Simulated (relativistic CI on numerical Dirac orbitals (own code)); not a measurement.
# Slater and spin-orbit integrals, Cd36+

Calculated at this level of theory: Dirac-Coulomb-Breit CI, KLI orbitals optimised for each configuration, QED by a radiative potential, unscaled Slater integrals (own radial code, finite nucleus).

Slater integrals F^k, G^k are unscaled and averaged over j, outside the closed core [Ne]; ζ comes from projecting the Hamiltonian with its Breit term on Σ l·s of the shell.

- 3s 3p: G^1(3s,3p) = 410420, ζ(3p) = 262810 cm⁻¹; <r>(3s) = 0.3128, <r^2>(3s) = 0.1113, <r>(3p) = 0.3024, <r^2>(3p) = 0.1055 (bohr units).
- 3p2: F^2(3p,3p) = 326500, ζ(3p) = 262690 cm⁻¹; <r>(3p) = 0.3027, <r^2>(3p) = 0.1057 (bohr units).
- 3s 3d: G^2(3s,3d) = 253440, ζ(3d) = 33885 cm⁻¹; <r>(3s) = 0.313, <r^2>(3s) = 0.1115, <r>(3d) = 0.2664, <r^2>(3d) = 0.08173 (bohr units).

Averages of the first 10 configurations, taken without configuration mixing, which lowers the lowest level and can move excited configurations by several eV; other configurations of the list can lie among them:

```
Configuration  Parity  States  Average energy above the lowest level (eV)
          3s2    even       1                                         3.7
        3s 3p     odd      12                                       114.5
          3p2    even      15                                       239.4
        3s 3d    even      20                                       256.3
          3d2    even      45                                       516.5
        3p 3d     odd      60                                       375.2
        3p 4s     odd      12                                      1236.2
        3d 4s    even      20                                      1370.3
        3s 4s    even       4                                      1116.5
        3s 4p     odd      12                                      1166.8
```
